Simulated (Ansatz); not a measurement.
`c1coc(-c2ccc(-c3ccc(-c4ccc(-c5ccco5)o4)o3)o2)c1`, relaxed as a singlet with RKS PBE-D4/def2-SVP in Ansatz, starting from the GFN2-xTB geometry. Force threshold 0.03 eV/Å.

Single mean-field runs in def2-SVP are fitted with def2-universal-jkfit.

Start:

```xyz
37

C     5.564    0.727   -5.474
C     6.584    0.408   -4.630
O     6.122    0.157   -3.394
C     4.779    0.315   -3.433
C     4.025    0.105   -2.234
C     4.435   -0.250   -0.968
C     3.274   -0.314   -0.182
C     2.224    0.006   -1.015
C     0.820    0.097   -0.757
C    -0.233    0.416   -1.586
C    -1.392    0.351   -0.796
C    -0.978   -0.004    0.469
C    -1.712   -0.220    1.676
C    -1.272   -0.576    2.932
C    -2.415   -0.652    3.742
C    -3.485   -0.336    2.934
C    -4.883   -0.259    3.242
C    -5.547   -0.478    4.427
C    -6.914   -0.263    4.157
C    -6.988    0.071    2.838
O    -5.769    0.076    2.278
O    -3.056   -0.075    1.678
O     0.368   -0.158    0.493
O     2.681    0.260   -2.263
C     4.385    0.669   -4.701
H     5.643    0.972   -6.514
H     7.642    0.328   -4.779
H     5.444   -0.436   -0.663
H     3.203   -0.559    0.857
H    -0.165    0.662   -2.625
H    -2.402    0.536   -1.097
H    -0.255   -0.755    3.213
H    -2.456   -0.901    4.782
H    -5.109   -0.755    5.363
H    -7.728   -0.344    4.847
H    -7.818    0.319    2.207
H     3.382    0.860   -5.022
```

| step | energy (eV) | largest force component (eV/Å) | SCF passes |
| --- | --- | --- | --- |
| 1 | -31110.4608 | 0.913 | 21 |
| 2 | -31110.7468 | 0.455 | 21 |
| 3 | -31110.7901 | 0.112 | 21 |
| 4 | -31110.7926 | 0.044 | 21 |
| 5 | -31110.7943 | 0.006 | 21 |
| 6 | -31110.7949 | 0.013 | 21 |
| 7 | -31110.7953 | 0.015 | 21 |

Force components are those of the run's own axes.

End:

```xyz
37

C     5.518    0.748   -5.538
C     6.565    0.430   -4.703
O     6.111    0.172   -3.443
C     4.750    0.326   -3.464
C     4.052    0.101   -2.230
C     4.475   -0.257   -0.957
C     3.306   -0.326   -0.150
C     2.238   -0.005   -0.978
C     0.828    0.095   -0.752
C    -0.249    0.414   -1.570
C    -1.411    0.341   -0.753
C    -0.975   -0.018    0.517
C    -1.654   -0.247    1.756
C    -1.212   -0.606    3.024
C    -2.372   -0.680    3.843
C    -3.453   -0.362    3.029
C    -4.866   -0.270    3.282
C    -5.628   -0.468    4.425
C    -6.985   -0.226    4.045
C    -6.957    0.100    2.708
O    -5.679    0.076    2.236
O    -3.014   -0.099    1.759
O     0.387   -0.169    0.519
O     2.691    0.255   -2.246
C     4.334    0.684   -4.738
H     5.588    0.999   -6.601
H     7.647    0.346   -4.842
H     5.512   -0.444   -0.659
H     3.236   -0.578    0.913
H    -0.190    0.668   -2.633
H    -2.450    0.526   -1.042
H    -0.172   -0.790    3.311
H    -2.419   -0.935    4.907
H    -5.253   -0.752    5.414
H    -7.873   -0.286    4.684
H    -7.728    0.364    1.976
H     3.301    0.872   -5.046
```

By distances, no bond broke or formed. The bond that changes most is C18–H34, from 1.07 to 1.10 Å (atoms count from 1).

The force fell under the threshold at step 5, but the optimiser went on. No frequencies were taken in this run, so the end may be a saddle point.

Hardware: 2 threads of AMD EPYC 7R13 on a shared host and a share (18 GiB) of an NVIDIA H100 80GB HBM3. Wall time 23 s.
